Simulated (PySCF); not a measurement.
## How methods differ on the ionisation energy of Ga+

Ga+ [Ar] 3d10 4s2 (1S) → Ga(2+) [Ar] 3d10 4s1 (2S), as a difference of total energies. All numbers are calculated (PySCF 2.14, scalar relativity by spin-free X2C-1e, in ANO-RCC-VTZP). Correlated levels: valence and next inner shell: [Ne] frozen. The calculations carry no spin-orbit coupling.

```json
{"method": "UHF", "ionisation energy (eV)": "18.771", "error (eV)": "-1.744"}
{"method": "MP2 (valence and next inner shell)", "ionisation energy (eV)": "20.182", "error (eV)": "-0.333"}
{"method": "SCS-MP2 (valence and next inner shell)", "ionisation energy (eV)": "20.175", "error (eV)": "-0.340"}
{"method": "CCSD (valence and next inner shell)", "ionisation energy (eV)": "20.207", "error (eV)": "-0.308"}
{"method": "CCSD(T) (valence and next inner shell)", "ionisation energy (eV)": "20.290", "error (eV)": "-0.225"}
```

Reference: 20.515 eV (measured; NIST Atomic Spectra Database, ionization energies).

Errors of the correlated levels include the incompleteness of this basis and the frozen core.
